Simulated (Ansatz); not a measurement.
C₅H₈OS, SMILES `O=C1CCSCC1`, relaxed with RKS PBE0-D4/def2-TZVP in Ansatz 0.2.0 from a GFN2-xTB geometry. The force threshold is 0.005 eV/Å; the program also tests the step.

Charge 0, multiplicity 1.

Start:

```xyz
15

O    -1.515    1.978   -0.226
C    -0.784    1.027   -0.122
C    -1.149   -0.342   -0.653
C     0.054   -1.119   -1.155
S     1.189   -1.582    0.202
C     0.918   -0.156    1.316
C     0.569    1.108    0.551
H    -1.632   -0.894    0.161
H    -1.888   -0.225   -1.450
H     0.616   -0.540   -1.890
H    -0.251   -2.061   -1.611
H     0.128   -0.419    2.020
H     1.851   -0.035    1.864
H     1.318    1.288   -0.227
H     0.577    1.972    1.219
```

Q: How much energy does the relaxation release, and in how many steps? (An estimate is asked.)

A: Ansatz gave: 1.62 kJ/mol, in 6 steps, 1 of them rejected.

Q: Which bonds change most? (An estimate is asked.)

A: The calculation gave: S5–C6 from 1.830 to 1.815 Å; C4–S5 from 1.829 to 1.815 Å; C7–H14 from 1.095 to 1.097 Å; C3–H8 from 1.095 to 1.097 Å.

Q: Give the relaxed structure. (Best estimate.)

A: Ansatz gave: 
```xyz
15

O    -1.502    1.972   -0.237
C    -0.775    1.018   -0.124
C    -1.149   -0.341   -0.671
C     0.052   -1.136   -1.147
S     1.190   -1.574    0.197
C     0.935   -0.162    1.309
C     0.563    1.112    0.573
H    -1.662   -0.888    0.129
H    -1.875   -0.189   -1.473
H     0.592   -0.585   -1.921
H    -0.267   -2.083   -1.585
H     0.171   -0.412    2.049
H     1.877   -0.032    1.844
H     1.319    1.331   -0.191
H     0.529    1.970    1.248
```
